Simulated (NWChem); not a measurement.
CH4F2O2Si; SMILES CO[Si](O)(F)F

```xyz
10

C      0.0018     2.3062    -0.0881
O      0.7189     1.0990     0.1336
Si     0.0656    -0.3991     0.0431
O     -1.3424    -0.4413     0.9015
F      1.1694    -1.4318     0.6136
F     -0.2237    -0.8618    -1.4876
H     -0.9615     2.3206     0.4663
H     -0.2082     2.4591    -1.1695
H      0.6264     3.1497     0.2670
H     -1.9243    -1.2049     0.7470
```
Atoms are numbered in this order, from 1.

Computed with NWChem. Structure relaxed at the PBE-D3(BJ)/def2-SVP level. Level: M05-2X/def2-SVP with SMD (1 M gas to 1 M solution), gas-phase geometry. Reactions with the solvent are ignored.

For solvent water:

| Item | Result |
|---|---|
| cavity-dispersion-structure term (kcal/mol) | 3.9 |
| dipole in solution (D) | 3.05 |

Task: Estimate the same quantities for solvent dichloromethane.

Result: 
| Property | Result |
|---|---|
| cavity-dispersion-structure term (kcal/mol) | 0.3 |
| dipole in solution (D) | 2.95 |
